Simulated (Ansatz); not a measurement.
`O[SiH2]O[SiH2]O` → `O[SiH2]O` + `O[SiH]`  (silylene formation by 1,1-elimination)

Program: Ansatz. Geometries: PBE0-D4/def2-TZVP. ΔE: electronic, gas phase. CBS: MP2 limit from def2 TZ/QZ plus the TZ coupled-cluster correction, frozen cores. This one scheme is used for every species. One conformer a species, not always the lowest.

`O[SiH2]O[SiH2]O`:

Cartesian coordinates in Å:
```
O 0.148 1.994 0.086
Si -0.028 1.007 -1.217
O -0.295 -0.536 -0.758
Si 0.007 -1.560 0.481
O -0.123 -0.810 1.933
H -0.645 2.230 0.570
H 1.253 1.101 -1.948
H -1.184 1.423 -2.047
H -1.023 -2.617 0.477
H 1.374 -2.111 0.295
H 0.515 -0.121 2.128
```

`O[SiH2]O`:

```xyz
7

O    -1.112   -0.900   -0.239
Si   -0.110    0.396   -0.135
O     1.349    0.045    0.531
H    -0.859   -1.614   -0.827
H     0.231    0.926   -1.476
H    -0.866    1.364    0.693
H     1.367   -0.217    1.453
```

`O[SiH]`:

Z-matrix (Å, degrees):
```
O
Si 1 1.657
H 1 0.961 2 114.2
H 2 1.532 1 94.4 3 180.0
```

```
        level  ΔE (kJ/mol)
CCSD/def2-SVP        293.1
HF/def2-QZVPP        324.3
```

(1) What does CCSD(T)/CBS give? (An estimate is asked.)

Largest T1 diagnostic among the species: 0.016.

Results:

(1) Ansatz gave: +313.3 kJ/mol. The listed levels differ from it by -20.2, 11.0 kJ/mol.

At CCSD(T), def2-SVP lies −21.4 kJ/mol from the extrapolated value and def2-TZVPP −5.4 kJ/mol. From PBE to PBE0 (25 % exact exchange), in def2-TZVPP and without D4, ΔE moves by +21.3 kJ/mol.

CCSD(T)/CBS has its own doubt, a few kJ/mol and more with outer-core shells, so smaller differences from it don't rank the levels.
